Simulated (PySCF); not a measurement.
Input of a run (PBE0-D3(BJ)/def2-SVP geometry optimisation, gas phase (PySCF 2.14.0)), started from GFN2-xTB:
```
{"job": {"xc": "PBE0", "basis": "def2-SVP", "d3": "d3bj", "grid": 1, "shake": 0.01, "kind": "geom"}, "charge": 0, "multiplicity": 1}
F      1.178890    -1.494830     1.139860
C      0.245470    -0.687870     0.513260
C      0.556950     0.429560    -0.157830
O      1.854910     0.998540    -0.327120
C      2.938220     0.330660     0.069180
F      3.965240     1.170470    -0.139150
F      3.172230    -0.761430    -0.679970
C     -0.458330     1.195230    -0.812990
C     -1.765130     0.902860    -0.650860
C     -2.221690    -0.207280     0.247470
F     -3.297230    -0.857430    -0.298260
F     -2.718000     0.352140     1.395850
C     -1.167560    -1.214390     0.581070
H      2.940040     0.031690     1.146190
H     -0.142960     2.001700    -1.418030
H     -2.545560     1.480690    -1.137670
H     -1.228130    -2.063940    -0.097020
H     -1.334880    -1.594420     1.606970
```

Output (energies in Eh, forces in Eh/bohr):
```
step   0  E = -842.66924649  max force = 0.057692
step   1  E = -842.67750475  max force = 0.010026
step   2  E = -842.67774429  max force = 0.006415
step   3  E = -842.67841028  max force = 0.002796
step   4  E = -842.67865772  max force = 0.001214
step   5  E = -842.67872821  max force = 0.000966
step   6  E = -842.67879744  max force = 0.001029
step   7  E = -842.67893425  max force = 0.001217
step   8  E = -842.67901108  max force = 0.001138
step   9  E = -842.67905989  max force = 0.000715
step  10  E = -842.67907230  max force = 0.000706
step  11  E = -842.67907022  max force = 0.000576
step  12  E = -842.67907655  max force = 0.000589
step  13  E = -842.67909072  max force = 0.000898
step  14  E = -842.67910197  max force = 0.000956
step  15  E = -842.67911468  max force = 0.000528
step  16  E = -842.67912004  max force = 0.000678
step  17  E = -842.67912118  max force = 0.000487
step  18  E = -842.67912167  max force = 0.000346
optimisation converged
```

**Question.** Summarise the run.

**Answer.** The energy falls by 25.9 kJ/mol over 19 energy and gradient evaluations, the largest force component goes from 0.0577 to 3.5e-04 Eh/bohr, and the atoms move by 0.146 Å rms after alignment. The bond that changes most is C3–O4 (vinylic carbon bearing oxygen to ether oxygen), which shortens by 0.064 Å. Bonds longer at the end by more than 0.005 Å: 6 of 18; shorter: 9. Among the angles that change most is C2–C13–H18, from 107.6° to 110.3°. Among the dihedrals that turn most is C2–C3–O4–C5, from 8° to 27°. The energy rose by more than 1e-6 Eh at step 11. The first step brought 84 % of the lowering.

**Question.** What are the final bond lengths?

**Answer.** F1–C2 1.335 Å, C2=C3 1.344 Å, C3–O4 1.363 Å, O4–C5 1.373 Å, C5–F6 1.328 Å, C5–F7 1.342 Å, C3–C8 1.459 Å, C8=C9 1.339 Å, C9–C10 1.496 Å, C10–F11 1.356 Å, C10–F12 1.365 Å, C10–C13 1.517 Å, C2–C13 1.486 Å, C5–H14 1.101 Å, C8–H15 1.092 Å, C9–H16 1.091 Å, C13–H17 1.105 Å, C13–H18 1.100 Å. Numbering counts from 1 in the input's order; the species is `FC1=C(OC(F)F)C=CC(F)(F)C1`.

The run used 207 basis functions and 127 SCF cycles in all.

Stationary, but not proved a minimum. The numbers are those of one conformer.
